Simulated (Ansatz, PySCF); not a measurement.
This Ansatz (a quantum-chemistry and plane-wave program) input computes a CAM-B3LYP/def2-TZVPD energy:

Ansatz 0.2 input:
```yaml
crystal:
  periodic: [false, false, false]
  atoms:
    - {symbol: C, position_ang: [-1.35905626, 0.01835902, 0.03901895]}
    - {symbol: C, position_ang: [-0.71624194, -1.31982445, -0.17718476]}
    - {symbol: C, position_ang: [0.60377648, -1.38249636, -0.10242708]}
    - {symbol: C, position_ang: [1.34163003, -0.10986432, 0.19196913]}
    - {symbol: S, position_ang: [0.05325124, 1.20711868, 0.07169583]}
    - {symbol: H, position_ang: [-2.04284101, 0.33802487, -0.74704930]}
    - {symbol: H, position_ang: [-1.86833395, 0.10910994, 1.00046800]}
    - {symbol: H, position_ang: [-1.35345050, -2.17845589, -0.34269438]}
    - {symbol: H, position_ang: [1.17161817, -2.29834124, -0.19969010]}
    - {symbol: H, position_ang: [1.74563607, -0.06247434, 1.20514092]}
    - {symbol: H, position_ang: [2.13672810, 0.13958705, -0.51034435]}
    - {symbol: H, position_ang: [0.13797339, 1.40160746, -1.26122153]}
basis:
  gaussian:
    orbitals: def2-TZVPD
hamiltonian:
  xc: {name: CAM-B3LYP}
total_charge: 1
output: {forces: true}
```

### Question
Write an input for the same energy in PySCF and say what it gives.

### Answer

```python
from pyscf import gto, scf, dft

mol = gto.M(
    atom='''
    C    -1.35905626    0.01835902    0.03901895
    C    -0.71624194   -1.31982445   -0.17718476
    C     0.60377648   -1.38249636   -0.10242708
    C     1.34163003   -0.10986432    0.19196913
    S     0.05325124    1.20711868    0.07169583
    H    -2.04284101    0.33802487   -0.74704930
    H    -1.86833395    0.10910994    1.00046800
    H    -1.35345050   -2.17845589   -0.34269438
    H     1.17161817   -2.29834124   -0.19969010
    H     1.74563607   -0.06247434    1.20514092
    H     2.13672810    0.13958705   -0.51034435
    H     0.13797339    1.40160746   -1.26122153
    ''',
    basis='def2-tzvpd',
    charge=1,
    spin=0,
    verbose=4,
)

mf = dft.RKS(mol, xc='camb3lyp').density_fit(auxbasis='def2-universal-jkfit')
mf.grids.level = 3
mf.conv_tol = 1e-9
mf.max_cycle = 100
mf.max_memory = 1500
mf.kernel()
if not mf.converged:
    mf = mf.newton()
    mf.kernel(mf.make_rdm1())
mf.analyze()
```
It gives -554.51830 Eh, and Ansatz -554.51820 Eh, a difference of 0.10 mEh, from the treatment of integrals and grids.

It need not be the lowest isomer of its formula.
